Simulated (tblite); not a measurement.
Input of a run (GFN2-xTB geometry optimisation, gas phase (tblite 0.8.0)), started from a force field or distance geometry:
```
{"job": {"kind": "relax", "xc": "GFN2-xTB", "basis": "xTB"}, "charge": 0, "multiplicity": 1}
C      1.703000    -1.395200    -0.150800
O      1.179200    -0.303300     0.609100
C      0.242400     0.535100    -0.041800
C     -0.197000     1.566800     1.018800
C      0.777200     1.390900    -1.218700
O      0.051000     1.782100    -2.144900
Cl     2.463400     1.841100    -1.058900
C     -1.007600    -0.229700    -0.545000
C     -1.722900    -1.071300     0.508100
F     -0.636200    -1.093300    -1.540400
H      2.588800    -1.767200     0.350100
H      0.967600    -2.214000    -0.183700
H      1.962500    -1.086000    -1.153300
H      0.657200     2.175700     1.341700
H     -0.560900     1.070300     1.935700
H     -0.980400     2.234000     0.671100
H     -1.741000     0.454800    -0.993900
H     -1.050900    -1.783000     0.989100
H     -2.520800    -1.656700     0.042600
H     -2.179800    -0.440200     1.284000
```

Output (eV, eV/Å):
```
step      E/eV     max force
  0    -961.87462    4.008
  1    -961.92650    4.998
  2    -962.04404    0.818
  3    -962.06296    0.487
  4    -962.08799    0.233
  5    -962.09169    0.219
  6    -962.09941    0.206
  7    -962.10279    0.164
  8    -962.10593    0.094
  9    -962.10735    0.083
 10    -962.10856    0.095
 11    -962.10972    0.095
 12    -962.11108    0.086
 13    -962.11250    0.097
 14    -962.11393    0.097
 15    -962.11520    0.089
 16    -962.11628    0.096
 17    -962.11725    0.093
 18    -962.11818    0.070
 19    -962.11907    0.072
 20    -962.11987    0.055
 21    -962.12054    0.055
 22    -962.12108    0.057
 23    -962.12147    0.049
 24    -962.12175    0.040
 25    -962.12197    0.041
 26    -962.12220    0.037
 27    -962.12240    0.032
 28    -962.12255    0.029
 29    -962.12268    0.027
 30    -962.12282    0.035
 31    -962.12299    0.038
 32    -962.12317    0.031
 33    -962.12333    0.026
 34    -962.12347    0.028
 35    -962.12360    0.027
 36    -962.12374    0.028
 37    -962.12387    0.024
 38    -962.12397    0.022
 39    -962.12406    0.022
 40    -962.12415    0.023
 41    -962.12425    0.021
 42    -962.12434    0.020
 43    -962.12444    0.020
 44    -962.12454    0.027
 45    -962.12465    0.023
 46    -962.12474    0.024
 47    -962.12483    0.026
 48    -962.12492    0.025
 49    -962.12502    0.025
 50    -962.12511    0.025
 51    -962.12520    0.025
 52    -962.12528    0.021
 53    -962.12536    0.021
 54    -962.12545    0.024
 55    -962.12552    0.021
 56    -962.12557    0.016
 57    -962.12561    0.014
 58    -962.12565    0.012
 59    -962.12569    0.011
 60    -962.12572    0.012
 61    -962.12574    0.009
```

Summarise the run.

The energy falls by 24.2 kJ/mol over 61 L-BFGS steps, the largest force on an atom goes from 4.01 to 0.009 eV/Å, and the atoms move by 0.099 Å rms after alignment. The bond that changes most is C5=O6 (acyl halide carbon to carbonyl oxygen), which shortens by 0.055 Å. Bonds longer at the end by more than 0.005 Å: 3 of 19; shorter: 10. Among the angles that change most is C3–C5–O6, from 122.6° to 126.7°. Among the dihedrals that turn most is H17–C8–C9–H18, from 179° to -166°. The energy never rose by more than 1e-5 eV on the way. The first step brought 21 % of the lowering.

What are the final bond lengths?

C1–O2 1.417 Å, O2–C3 1.402 Å, C3–C4 1.539 Å, C3–C5 1.530 Å, C5=O6 1.185 Å, C5–Cl7 1.756 Å, C3–C8 1.552 Å, C8–C9 1.520 Å, C8–F10 1.383 Å, C1–H11 1.089 Å, C1–H12 1.093 Å, C1–H13 1.092 Å, C4–H14 1.087 Å, C4–H15 1.086 Å, C4–H16 1.086 Å, C8–H17 1.097 Å, C9–H18 1.087 Å, C9–H19 1.087 Å, C9–H20 1.085 Å. Numbering counts from 1 in the input's order; the species is `CO[C@@](C(=O)Cl)([C@@H](F)C)C`.

Its GFN2-xTB frequencies are all real (lowest 47 cm⁻¹). The numbers are those of one conformer.

These are computed values.
